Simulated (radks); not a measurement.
The numbers below are computed, except where a source is named.
Effect of the nuclear size on the phosphorus ion P+, [Ne] 3s2 3p2. Code: a radial shooting solver on a logarithmic mesh with Libxc functionals. Model: Dirac Kohn-Sham, exchange-only LDA, spin-unpolarised, spherical densities, finite nucleus; open shells fill j = l - 1/2 first; Fermi nuclear charge, rms radius 3.1889 fm. The rms radius is varied about that value; shifts are against it.

| rms radius (fm) | total energy shift (eV) | density at nucleus (e/bohr^3) | 1s1/2 shift (meV) |
|---|---|---|---|
| 2.819 | -0.00160 | 2372 | -0.671 |
| 2.9625 | -0.00100 | 2371 | -0.420 |
| 3.1889 | 0 | 2368 | 0.000 |
| 3.4026 | 0.00101 | 2366 | 0.425 |
| 3.5205 | 0.00160 | 2364 | 0.670 |

Slopes of the eigenvalues against <r^2> in GHz/fm^2, as finite differences over the two radii next to the reference (eigenvalue slopes, not the field-shift constants of lines): 1s1/2 72.9.
